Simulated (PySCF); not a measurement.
C2H6N2OSi, SMILES N[Si@@H]1COC=N1. The structure is a stationary point at B3LYP-D3(BJ)/def2-SVP. The structure was generated by enumeration; whether it is a known compound was not checked. Other conformers were not sampled.

Computed equilibrium geometry at B3LYP-D3(BJ)/def2-SVP (PySCF confirms it by a frequency run) as a Z-matrix (one conformer of several):
```
Si
N 1 1.7217
H 2 1.0153 1 119.66
H 2 1.0160 3 110.82 1 147.68
N 1 1.7702 2 117.93 3 96.90
C 5 1.2698 1 108.35 2 116.20
O 6 1.3596 5 124.84 1 0.94
H 6 1.1012 5 125.13 1 -178.92
C 7 1.4494 6 111.87 8 -179.96
H 9 1.1014 7 107.97 6 120.92
H 9 1.1020 10 107.82 7 -116.67
H 1 1.4849 2 106.05 3 -30.02
```
Charge 0, spin multiplicity 1.
